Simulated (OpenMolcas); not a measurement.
## Ne⁺: thermal populations, the spin-orbit constant, worked from levels

```json
{
  "Program": "OpenMolcas",
  "Basis": "ANO-RCC-VTZP [4s3p2d1f]",
  "Scalar Hamiltonian": "DKH2, point nucleus",
  "Active space": "7 electrons in 8 orbitals (2s 2p 3s 3p)",
  "State averaging": "2S+1 = 2 odd, 3 roots; 2S+1 = 2 even, 1 root",
  "Spin-orbit coupling": "RASSI with atomic mean-field integrals over the reference wave functions, term energies averaged over their components"
}
```

Methods: CASSCF; SS-CASPT2, IPEA 0.25 Eh, imaginary shift 0.1 Eh (closed shells correlated: 1s). Measured levels: NIST Handbook of Basic Atomic Spectroscopic Data.

**Thermal populations.** Z = Σ (2J + 1) exp(-E/kT) with k = 0.695035 cm-1/K, over the levels below. No other level of either list lies under 90000 cm-1, which is above 7 kT at each temperature.

```json
{"Level": "2s2 2p5 2P* 3/2", "2J + 1": "4", "SS-CASPT2": "0.0", "measured": "0.0"}
{"Level": "2s2 2p5 2P* 1/2", "2J + 1": "2", "SS-CASPT2": "768", "measured": "780"}
```

```json
{"T (K)": "5000", "Z, SS-CASPT2": "5.603", "Z, measured levels": "5.598", "Ground level (%), SS-CASPT2": "71.4", "Ground level (%), measured levels": "71.5"}
{"T (K)": "8000", "Z, SS-CASPT2": "5.742", "Z, measured levels": "5.738", "Ground level (%), SS-CASPT2": "69.7", "Ground level (%), measured levels": "69.7"}
{"T (K)": "12000", "Z, SS-CASPT2": "5.824", "Z, measured levels": "5.821", "Ground level (%), SS-CASPT2": "68.7", "Ground level (%), measured levels": "68.7"}
```

At 12000 K, kT = 8340 cm-1, and the computed levels give Z = 4.000 + 1.824 = 5.824.

**The spin-orbit constant.** For the Hund term 2P* of p5, E(J) = (A/2) J(J+1) + constant and ζ = -2S·A = -A. From J = 1/2 to J = 3/2 the energy changes by 1.5 A.

```json
{"Source": "CASSCF", "E(3/2) - E(1/2)": "-767.6", "A": "-511.7", "ζ": "512"}
{"Source": "SS-CASPT2", "E(3/2) - E(1/2)": "-767.6", "A": "-511.7", "ζ": "512"}
{"Source": "measured", "E(3/2) - E(1/2)": "-780.3", "A": "-520.2", "ζ": "520"}
```

All in cm-1. SS-CASPT2 is off by -1.6 % and CASSCF by -1.6 %. Both methods take the spin-orbit matrix elements from the reference wave functions, so the second can move ζ only through the term energies and any multistate remixing.

Active for correlation alone: 3p 3s; no level in the range computed is led by a configuration that fills them, so any true level of that kind is missing. Without dynamic correlation excited terms often stand tens of per cent too high (terms of higher spin than the ground term too low), and those without a measured partner can miss by more than the paired ones (holds for CASSCF). Computed and measured levels are paired by configuration, term and J; levels that our copy of the source lacks, or whose pairing is in doubt (as where it misses far off the trend of its configuration), stay unpaired and out of the deviations. Levels of configurations outside the active space are missing.

* marks odd parity.
